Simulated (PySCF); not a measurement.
Species: C6H7FN2.
Geometry (GFN2-xTB, Å), atoms numbered from 1 in this order:
```
atom  x, y, z in Å
F1     1.3307   -0.6127    2.1651
C2     1.4634   -0.3248    0.8684
C3     2.5819   -0.2279    0.0785
C4     2.0528    0.1037   -1.1767
N5     0.7386    0.1964   -1.1402
N6     0.3764   -0.0674    0.1153
C7    -0.9839   -0.0619    0.5319
C8    -1.9204    0.9230   -0.1017
C9    -2.0283   -0.5326   -0.4357
H10    3.6020   -0.3736    0.3622
H11    2.5785    0.2770   -2.0936
H12   -1.0804   -0.2968    1.5840
H13   -1.5005    1.5730   -0.8529
H14   -2.6773    1.3769    0.5185
H15   -2.8612   -1.0998   -0.0504
H16   -1.6800   -0.8437   -1.4077
```

The closed-shell SCF was solved with PySCF and density fitting under several settings on one GFN2-xTB geometry (grid level 2 and gas phase unless stated).

```csv
settings,basis functions,SCF cycles,E (Eh),HOMO (eV),LUMO (eV),dipole (D)
PBE0/pcSseg-1,188,14,-441.5935,-7.09,0.53,0.96
PBE0/def2-SVPD,239,14,-441.3468,-7.11,0.41,0.93
"PBE0/def2-SVPD, grid level 4",239,14,-441.3468,-7.11,0.41,0.93
"WP04/pcSseg-0, damping 0.3 at the start, DIIS from the seventh cycle, start guess atom",95,19,-450.8967,-8.54,-1.98,0.65
"PBE0/pcSseg-1, grid level 4",188,14,-441.5935,-7.09,0.53,0.96
HCTH407/6-31++G**,204,14,-442.0877,-6.04,-0.60,1.05
```

**Question.** Estimate the rows for these settings: (1) LC-wPBE/3-21G, grid level 1; (2) HSE06/6-31++G**, grid level 4, fitting basis def2-qzvpp-jkfit; (3) PBE0/cc-pVDZ, fitting basis def2-universal-jkfit, damping 0.1 at the start, DIIS from the seventh cycle.

**Answer.** 
```tsv
settings	basis functions	SCF cycles	E (Eh)	HOMO (eV)	LUMO (eV)	dipole (D)
LC-wPBE/3-21G, grid level 1	95	11	-439.3952	-9.52	3.26	1.05
HSE06/6-31++G**, grid level 4, fitting basis def2-qzvpp-jkfit	204	11	-441.7005	-6.64	-0.18	0.96
PBE0/cc-pVDZ, fitting basis def2-universal-jkfit, damping 0.1 at the start, DIIS from the seventh cycle	161	21	-441.6728	-6.88	0.78	1.00
```

**Question.** Over all rows, what range does the HOMO–LUMO gap span?

**Answer.** From 5.44 eV (HCTH407/6-31++G**) to 12.78 eV (LC-wPBE/3-21G, grid level 1). The functional of the narrowest has no exact exchange, that of the widest range-separated exact exchange.

**Question.** And the dipole moment?

**Answer.** From 0.65 D to 1.05 D; the largest is 1.62 times the smallest, and the median is 0.96 D.

**Question.** Compare two rows with the functional PBE0: PBE0/pcSseg-1, grid level 4 and PBE0/def2-SVPD. Which energy is lower, and by how much?

**Answer.** PBE0/pcSseg-1, grid level 4 (188 functions) lies 0.2467 Eh or 155 kcal/mol below PBE0/def2-SVPD (239 functions). The smaller set gives the lower energy; the two sets aren't nested, so the variational bound doesn't order them by size.

Cycle counts include a coarse-grid stage where the run had one. All basis functions are spherical, in the Pople sets too. WP04 was designed for NMR shieldings or shifts; total energies of different functionals aren't comparable.

One conformer stands for the species.
